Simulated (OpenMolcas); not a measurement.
## Ni2+, Pd2+, Pt2+: d⁸ down the group

```yaml
Program: OpenMolcas 26.06
Method: SS-CASPT2, IPEA 0.25 Eh, imaginary shift 0.1 Eh
Basis: ANO-R2
Scalar_Hamiltonian: X2C, finite nucleus
Spin-orbit_coupling: state interaction with AMFI integrals over the reference wave functions, term energies averaged over their components
```

Active space for each ion: 8 electrons in 6 orbitals (d s); closed shells correlated by CASPT2: Ni2+ 3s 3p; Pd2+ 4s 4p; Pt2+ 5s 5p.

Computed levels in cm-1 above ³F₄:

| Level | Ni2+ | Pd2+ | Pt2+ |
| --- | --- | --- | --- |
| ³F₃ | 1454 | 3310 | 10290 |
| ³P₁ | 17120 | 13440 | 16780 |
| ³P₀ | 17390 | 13680 | 15180 |
| ¹G₄ | 22910 | 18100 | 21730 |
| weight of ³F in the lowest level (%) | 100 | 99 | 96 |

Measured, with the error of the calculation in %. Measured levels: Ni2+ from Corliss and Sugar, J. Phys. Chem. Ref. Data 10, 197 (1981); Pd2+ from Moore, Atomic Energy Levels, vol. III, NSRDS-NBS 35 (1971 reprint of NBS Circular 467, 1958); Pt2+ from NIST levels as listed in McCann et al., Mon. Not. R. Astron. Soc. 538, 537 (2025).

```json
{"Level": "³F₃", "Ni2+": "1361 (+6.9)", "Pd2+": "3230 (+2.6)", "Pt2+": "9752 (+5.5)"}
{"Level": "³P₁", "Ni2+": "16978 (+0.8)", "Pd2+": "13470 (-0.3)", "Pt2+": "16782 (0)"}
{"Level": "³P₀", "Ni2+": "17231 (+0.9)", "Pd2+": "13699 (-0.1)", "Pt2+": "14939 (+1.6)"}
{"Level": "¹G₄", "Ni2+": "23109 (-0.9)", "Pd2+": "17880 (+1.2)", "Pt2+": "21331 (+1.9)"}
```

The fine-structure level ³F₃ changes by a factor of 7.08 from Ni2+ to Pt2+.

Without spin-orbit coupling ³P lies 15660, 10120, 6900 cm-1 above ³F in that order; the difference to the level ³P₁, of either sign, comes from spin-orbit coupling, which also lowers the zero.

CASPT2 breaks the degeneracy within a term, and the mean is taken; among the terms shown or strongly mixed into the levels shown the widest spread is 900 cm-1 (3d⁸ ¹G, Ni2+). Terms from blocks run as CI alone lack orbitals of their own. Measured partners are found by configuration, term and J. A level has none where our copy of the source lacks it or the pairing is in doubt (some pairs that miss far off the trend of their configuration count as doubtful), and it then counts in no deviation. Levels of configurations outside the active space are missing.
